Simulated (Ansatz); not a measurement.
Consider the ligand exchange at the Si–S bond: `OCS[SiH3]` + `[OH][AlH][CH2]F` → `F[CH2][AlH][O][SiH3]` + `OCS`.

Program: Ansatz. Geometries: PBE0-D4/def2-TZVP. ΔE: electronic, gas phase. CCSD(T)/CBS adds triple-zeta CCSD(T) − MP2 to the extrapolated MP2 energy (def2 sets, frozen cores). DFT in def2-TZVPP. B3LYP here is the variant with VWN-RPA as its local correlation; programs differ in this. Each species was taken in one conformer, which may not be the lowest.

**Question.** Is it downhill or uphill in electronic energy at CCSD(T)/CBS, and by how much? (Estimate.)

**Answer.** The calculation gave: Downhill: ΔE = -45.3 kJ/mol.

**Question.** What do these levels give: PBE-D4, PBE0-D4, B3LYP-D4, ωB97M-V, B2PLYP, MP2/def2-TZVPP, SCS-MP2/def2-TZVPP, HF/def2-QZVPP, MP2/def2-QZVPP, HF/CBS(def2), MP2/CBS(def2), CCSD/CBS(def2)? (An estimate is asked.)

**Answer.** Computed: PBE-D4 -26.0, PBE0-D4 -34.0, B3LYP-D4 -46.8, ωB97M-V -45.3, B2PLYP -49.7, MP2/def2-TZVPP -45.9, SCS-MP2/def2-TZVPP -53.4, HF/def2-QZVPP -75.0, MP2/def2-QZVPP -44.8, HF/CBS(def2) -75.3, MP2/CBS(def2) -42.6, CCSD/CBS(def2) -50.4 kJ/mol.

Largest T1 diagnostic among the species: 0.012.

In def2-TZVPP, CCSD(T) changes the Hartree–Fock value by +24.1 kJ/mol (the triples alone add +5.2 kJ/mol) and MP2 by +26.7 kJ/mol. From PBE to PBE0 (25 % exact exchange), in def2-TZVPP and without D4, ΔE moves by −7.7 kJ/mol.
